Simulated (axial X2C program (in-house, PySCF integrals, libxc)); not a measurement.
## Estimating the spin–orbit splitting of the π levels of CaCl⁻

Computed with an in-house relativistic program for diatomic molecules. Spin-free means the one-electron spin-free X2C Hamiltonian; two-component (2c) means X2C with spin–orbit coupling and atomic mean-field two-electron Coulomb and Gaunt terms, so the difference of the two also holds small scalar two-electron terms. Basis: Ca dyall-acv3z [12s13p7d5f], Cl dyall-av3z [9s8p3d2f] (cores contracted in-house); Gaussian nuclei, density fitting, unrestricted open shells. Masses: Ca 39.963 u, Cl 34.969 u.

Hartree–Fock at 2.544 Å, closed shell. Valence p splittings ε(p3/2) − ε(p1/2) of spherical Dirac–Hartree–Fock atoms with fractionally filled p shells: Cl 3p 0.140 eV.

```json
{"filled π level (eV), spin-free": "-7.39", "Cl p share": "0.90", "Ca p share": "< 0.02"}
```

(1) In first order a p shell splits by 3ζ/2 and a π orbital by ζ. Estimate the splitting of each π level from the shares.

The two-component Hartree–Fock calculation gives:

```
ε(ω = 1/2) (eV)  σ share of it  ε(ω = 3/2) (eV)  splitting (eV)  estimate (eV)
         -7.428           0.01           -7.345            0.08           0.08
```

The estimate leaves out the mixing of π1/2 with σ1/2 levels, which pushes the ω = 1/2 spinor up or down, the d and f parts of the orbital, small shares of the strongly split outer-core p shell of a metal, the Gaunt term (absent from the atomic values), and the change of the atomic p orbitals with charge; Löwdin shares depend on the basis.

Answers

(1) level -7.39 eV: (2/3) × (0.90 × 0.140) = 0.08 eV.
